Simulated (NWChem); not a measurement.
# CH₂NS, doublet; SMILES N[C]=S

```xyz
5

N      0.1387     1.5959     0.0000
C     -0.4254     0.4107     0.0000
S      0.0535    -1.1121     0.0000
H      1.1520     1.7214     0.0000
H     -0.4274     2.4366     0.0000
```
Atoms are numbered in this order, from 1.

All runs: NWChem. Spin-unrestricted. In the optimisation the excess spin sits in a' (Cs, its own frame). Geometry: optimised at PBE0/def2-SVP, spin-unrestricted. No stability test was run on the SCF state. Vertical excitations in the gas phase; the lowest state need not have the same character in each row. Excited states of an open shell can be spin-contaminated.

| level | lowest excitation (eV) | oscillator strength of that lowest state | lowest state with f > 0.02 (eV) | oscillator strength of that bright state | lowest empty minus highest occupied level, either spin (eV) |
|---|---|---|---|---|---|
| PBE/aug-cc-pVDZ, TDA | 2.66 | 0.000 | 3.41 | 0.025 | 1.27 |
| B3LYP/aug-cc-pVDZ, TDA | 2.72 | 0.000 | 3.94 | 0.021 | 2.92 |
| LDA (Slater exchange, VWN5)/aug-cc-pVDZ, TDA | … | 0.000 | 3.45 | 0.025 | … |
| BHandHLYP/aug-cc-pVDZ, TDA | 2.86 | 0.000 | 3.70 | 0.023 | 5.61 |

Task: Complete the blanks.

Result: 
- LDA (Slater exchange, VWN5)/aug-cc-pVDZ, TDA, lowest excitation (eV): 2.55
- LDA (Slater exchange, VWN5)/aug-cc-pVDZ, TDA, lowest empty minus highest occupied level, either spin (eV): 0.97
